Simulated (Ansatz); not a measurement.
Series SbMe2X: vertical EA (eV) at several levels, gas phase, relaxed structures; Ansatz. Core potentials for I, Sb in the def2 sets, no spin–orbit coupling. A negative affinity means that the extra electron isn't bound at that geometry and level; within about 0.2 eV of zero the sign isn't settled. The structures are stationary points that may keep the symmetry of their start. Remarks come from the PBE and PBE0 runs and from stability tests at other levels; not every state was tested. A HOMO above zero means that the electron is unbound at that level and held by the basis, or that self-interaction error raises the level; the energy of removing that electron tells which.

```csv
species,state,geometry,PBE-D4/def2-TZVPD,r2SCAN-D4/def2-TZVPD,remarks
SbMe2Br (C2H6BrSb),singlet to doublet,B3LYP-D4/def2-SVP,0.11,0.08,HOMO above zero (-1 doublet)
SbMe2I (C2H6ISb),singlet to doublet,B3LYP-D4/def2-SVP,0.37,0.37,HOMO above zero (-1 doublet)
SbMe2H (C2H7Sb),singlet to doublet,r2SCAN-D4/def2-SVP,-0.84,-0.97,HOMO above zero (-1 doublet)
```

Q: Estimate the column for PBE0-D4/def2-TZVPD.

A: SbMe2Br (C2H6BrSb) 0.09; SbMe2I (C2H6ISb) 0.36; SbMe2H (C2H7Sb) -0.97.

Over the 3 species that have every level, the mean is -0.12 at PBE-D4/def2-TZVPD, -0.17 at r2SCAN-D4/def2-TZVPD, -0.17 at PBE0-D4/def2-TZVPD.
